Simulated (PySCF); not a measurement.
Al(H)(OMe)(SeH) (CH₅AlOSe), SMILES C[O][AlH][SeH].

Geometry: PBE-D3(BJ)/def2-SVP. Other conformers were not sampled.

Calculation: PBE/def2-TZVP run with PySCF.

Symmetry labels are those of the subgroup Cs that the program uses (full group Cs).

Computed valence orbital energies around the gap with their symmetry:
| orbital | symmetry | energy (eV) |
|---|---|---|
| HOMO−7 | A' | -10.71 |
| HOMO−6 | A" | -10.71 |
| HOMO−5 | A' | -9.62 |
| HOMO−4 | A' | -9.00 |
| HOMO−3 | A' | -7.43 |
| HOMO−2 | A" | -6.85 |
| HOMO−1 | A' | -6.70 |
| HOMO | A" | -6.17 |
| LUMO | A" | -1.48 |
| LUMO+1 | A' | -0.99 |
| LUMO+2 | A' | -0.89 |
| LUMO+3 | A' | 0.11 |
